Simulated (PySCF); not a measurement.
Molecule: C₃H₁₁BO₂Si, SMILES C[SiH2]CCB(O)O. Atoms near the plane z = 1.5 Å, at the GFN2-xTB optimised geometry (x, y, z in Å): C2 (-1.3, 2.6, 1.4), C4 (-0.6, -0.7, 0.0), B5 (0.2, -2.1, 0.0), O6 (1.5, -2.1, 0.0), O7 (-0.4, -3.3, 0.0), H10 (-2.0, 1.8, 1.7), H11 (-1.8, 3.5, 1.5), H12 (-0.4, 2.6, 2.1), H14 (1.1, 0.6, 0.2), H15 (-1.0, -0.5, 1.0), H17 (1.9, -2.9, 0.0), H18 (-1.4, -3.3, 0.0).

Calculation: PySCF with CAM-B3LYP/def2-SVP. Cells within 0.4 Å of a nucleus heavier than hydrogen are left out (blank, or x). The values are rescaled to run from 0 to 1.

```
|3333333333333333333333333333333|
|3333333333333333333333333333333|
|3333333333333333333333333333333|
|3333333333433333333333333333333|
|3333333344443333333333333333333|
|3333333345654333333333333333333|
|3333333345764322333333333333333|
|3333333446895222333333333333333|
|33333334469xx012233333333333333|
|3333333456761012233333333333333|
|3333333456631012233333333333333|
|3333333345432122233333333333333|
|3333333334332222333333333333333|
|3333333333332223333333333333333|
|3333333333322223333333333333333|
|3333333333222223333333333333333|
|3333333332221122333333333333333|
|3333333332221122333333333333333|
|3333333332222222233333333333333|
|3333333333222222223333333333333|
|3333333333222222222333333333333|
|3333333333333333332233333333333|
|3333333333333333333333333333333|
|3333333333333333333333333333333|
|3333333333333333333333333333333|
|3333333333333333333333333333333|
|3333333333333333333333333333333|
|3333333333333333333333333333333|
|3333333333333333333333333333333|
|3333333333333333333333333333333|
|3333333333333333333333333333333|
```
Scale: ten equal steps from 0.000 (start of '0') to 1.00 (end of '9'), in the order '0123456789'; x runs from -5.50 to 5.50, y from -5.50 (bottom) to 5.50 (top).

Task: Which quantity is mapped?
(A) an orbital amplitude
(B) Laplacian of the electron density
(C) electrostatic potential
(D) deformation density (molecule minus spherical neutral atoms)

Result: A, an orbital amplitude. In full: HOMO−1 amplitude (bohr^(-3/2)).
